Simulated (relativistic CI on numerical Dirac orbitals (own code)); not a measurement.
## Spin-orbit doublets in the photoemission of selenium

Problem. Photoelectron lines from p, d and f shells are doublets, and peak fits need their splitting and area ratio. Find both for the 3d line of selenium, from the calculated spin-orbit constant ζ(3d) = 0.3452 eV of the closed-shell ion Se⁶⁺ with one hole. Is the doublet resolved if instrument, lifetime and solid give each line a width of 1.5 eV (assumed)?

Working.
1. One hole with l = 2 gives j = 5/2 and j = 3/2. For a hole the level of higher j has the lower binding energy.
2. The splitting is (l + ½)ζ = 2.5 × 0.3452 = 0.8631 eV.
3. The areas follow 2j + 1: 6 : 4, so the weaker line has 0.667 of the stronger one's area, if the radial matrix elements are equal.
4. Splitting over width is 0.58: one asymmetric peak, so the fit must fix the splitting and the ratio.

Check. The difference of tabulated binding energies of the element (M4 less M5; Elam, Ravel and Sieber, Radiat. Phys. Chem. 63, 121 (2002), rounded to 0.1 eV or more) is 0.9 eV.

All doublets of Se⁶⁺, calculated as differences of Dirac-Coulomb-Breit total energies with one hole (eV):

```json
{"Shell": "2p", "Calculated": "41.09", "Without Breit and QED": "41.83", "Tabulated, element": "40.4"}
{"Shell": "3p", "Calculated": "5.991", "Without Breit and QED": "6.101", "Tabulated, element": "5.8"}
{"Shell": "3d", "Calculated": "0.8661", "Without Breit and QED": "0.912", "Tabulated, element": "0.9"}
```

The Breit and QED terms lower the splittings by 1.8 to 5.0 %.
